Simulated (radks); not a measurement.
Problem. Species: I3+. Configuration: [Kr] 4d10 5s2 5p2. Calculated with a radial shooting solver on a logarithmic mesh with Libxc functionals: Dirac Kohn-Sham, HCTH/407, spin-unpolarised, spherical densities, finite nucleus; open shells are shared between the two j in proportion to 2j + 1; Fermi nuclear charge, rms radius 4.75 fm.

Spin-orbit splittings of the eigenvalues, e(l+1/2) - e(l-1/2), with zeta = 2 splitting/(2l+1) and mean radii in bohr:

| shell | occ. | splitting (eV) | zeta (eV) | <r> j=l-1/2 | <r> j=l+1/2 |
|---|---|---|---|---|---|
| 2p | 6 | 298.7 | 199.2 | 0.09845 | 0.1041 |
| 3p | 6 | 56.35 | 37.57 | 0.3037 | 0.3152 |
| 3d | 10 | 11.89 | 4.754 | 0.2859 | 0.2896 |
| 4p | 6 | ? | ? | 0.7705 | 0.7983 |
| 4d | 10 | 1.748 | 0.6992 | 0.9047 | 0.9156 |
| 4f | 0 | 0.04108 | 0.01174 | 2.441 | 2.456 |
| 5p | 2 | 1.467 | 0.9779 | 2.059 | 2.129 |

Estimate the 4p splitting.

Solution. 11.01 eV (zeta = 7.343 eV).
